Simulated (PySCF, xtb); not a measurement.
Sn(Cl)2(OMe)(NH2) (CH₅Cl₂NOSn), SMILES C[O][Sn]([NH2])([Cl])[Cl].

GFN2-xTB (xtb) at its own geometry gives an orbital gap of 2.82 eV and a dipole moment of 2.67 D.

Coordinates come from a r2SCAN-D4/def2-SVP optimisation. The def2 effective core potentials stand for the cores of Sn; spin–orbit coupling is left out. One conformer was computed; it need not be the lowest.

Task: What does M06-2X/def2-TZVP in PySCF give? (An estimate is asked for; the answer gives what the named calculation found.)

Result: gap 8.61 eV (levels -9.82 and -1.21 eV), dipole 2.42 D.
